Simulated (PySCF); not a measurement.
**C₆ coefficients of unlike pairs at PBE**

Calculated with PySCF 2.14 from the dipole response of each species, C₆(A,B) = (3/π) ∫ α_A(iu) α_B(iu) du, in atomic units, from isotropic polarisabilities. For ions this is the dispersion term alone; charge-induced terms of lower order in 1/R come first.

```tsv
species	configuration	basis	relativity	α (bohr³)	C₆ (like pair)
N²⁺	[He] 2s2 2p1 (2P)	aug-cc-pCVTZ-DK with one added diffuse shell each of s, p, d, f type (8s7p5d3f)	spin-free X2C	2.579	3.661
I	[Kr] 4d10 5s2 5p5 (2P)	aug-cc-pwCVTZ-DK3 with one added diffuse shell each of s, p, d, f type (11s10p8d5f1g)	spin-free X2C	34.57	377.8
Mo³⁺	[Kr] 4d3 (4F)	aug-cc-pVTZ-DK (9s8p6d3f2g)	spin-free X2C	5.868	26.06
Tc³⁺	[Kr] 4d4 (5D)	def2-TZVPPD with the def2 core potential (28 electrons) (6s4p3d2f1g)	core potential	5.237	23.89
```

**Question.** Estimate C₆ for Tc³⁺ with Mo³⁺.

**Answer.** The integral gives 24.91. The combination rule 2 C_A C_B / (C_A α_B/α_A + C_B α_A/α_B) gives 24.89 and the geometric mean 24.95.

No spin-orbit coupling is included.

The other pairs:

```json
{"pair": "Tc³⁺, N²⁺", "C₆": "9.151"}
{"pair": "Mo³⁺, I", "C₆": "91.71"}
{"pair": "Tc³⁺, I", "C₆": "85.75"}
{"pair": "Mo³⁺, N²⁺", "C₆": "9.655"}
{"pair": "I, N²⁺", "C₆": "36.05"}
```
